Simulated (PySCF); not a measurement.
C2H6ClFSi. Atoms are numbered in the order given.

```xyz
11

C      0.9966    -0.6920     1.5642
Si     0.3312     0.0477     0.0000
C      0.9966    -0.6920    -1.5642
F      0.6625     1.6426     0.0000
Cl    -1.7273    -0.1214     0.0000
H      0.5563    -0.1972     2.4435
H      0.7548    -1.7653     1.6168
H      2.0916    -0.5789     1.6124
H      0.5563    -0.1972    -2.4435
H      0.7548    -1.7653    -1.6168
H      2.0916    -0.5789    -1.6124
```

Geometry: ωB97X-D3(BJ)/def2-SVP.

All values below come from TDDFT-PBE/def2-SVPD (PySCF).

Vertical excitations.  State labels are in the subgroup Cs.

Computed excitation energies, oscillator strengths and character:
| state | symmetry | energy (eV) | λ (nm) | f | main pairs |
|---|---|---|---|---|---|
| S1 | A" | 7.12 | 174 | 0.074 | HOMO→LUMO 99 % |
| S2 | A' | 7.57 | 164 | 0.022 | HOMO−1→LUMO 99 % |
| S3 | A" | 7.79 | 159 | 0.018 | HOMO→LUMO+1 98 % |
| S4 | A" | 7.87 | 158 | 0.003 | HOMO→LUMO+2 98 % |
| S5 | A" | 8.06 | 154 | 0.008 | HOMO−2→LUMO 99 % |
| S6 | A' | 8.19 | 151 | 0.002 | HOMO→LUMO+3 86 % |
| S7 | A' | 8.31 | 149 | 0.014 | HOMO−1→LUMO+1 78 %, HOMO−3→LUMO 13 % |
| S8 | A' | 8.42 | 147 | 0.056 | HOMO−3→LUMO 60 %, HOMO−1→LUMO+2 34 % |
| S9 | A' | 8.50 | 146 | 0.075 | HOMO−1→LUMO+2 56 %, HOMO−3→LUMO 24 % |
| S10 | A" | 8.61 | 144 | 0.002 | HOMO−1→LUMO+3 99 % |
| T1 | A" | 6.97 | 178 | 0 | HOMO→LUMO 99 % |
| T2 | A" | 7.45 | 166 | 0 | HOMO→LUMO+1 98 % |
| T3 | A' | 7.46 | 166 | 0 | HOMO−1→LUMO 97 % |
| T4 | A" | 7.66 | 162 | 0 | HOMO→LUMO+2 98 % |
Triplets are in the Tamm–Dancoff approximation, which puts them higher than full response would, so one can lie above its singlet here.
